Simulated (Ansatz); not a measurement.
Molecule: YI₂, net charge 1, singlet state. The spin state was set by rule; other spins were not relaxed. 
Structure (B3LYP-D3(BJ)/def2-TZVP (Ansatz, a quantum-chemistry and plane-wave program) minimum search):
```xyz
3

Y      1.1161    -0.0249    -0.0088
I     -0.3831     1.7446    -1.4282
I     -0.4381    -1.7262     1.4346
```
Charge +1, spin multiplicity 1.

Question: Give the harmonic wavenumbers at B3LYP-D3(BJ)/def2-TZVP (Ansatz, finite differences of forces, unscaled).

Answer: 47, 227, 262 cm⁻¹. Zero-point energy 0.8 kcal/mol.

Question: From these and the geometry, give the ideal-gas thermochemistry at 298.15 K and 1 atm (rigid rotor, harmonic oscillator).

Answer: Point group C2v, rotational symmetry number 2. Rotational constants 3.291, 0.3934, 0.3514 GHz. S(trans) 43.39, S(rot) 29.56, S(vib) 8.50, S(elec, spin only) 0.00, S 81.4 cal/(mol K). H(298) - H(0) 3.52 kcal/mol; G - E(el) -20.0 kcal/mol.
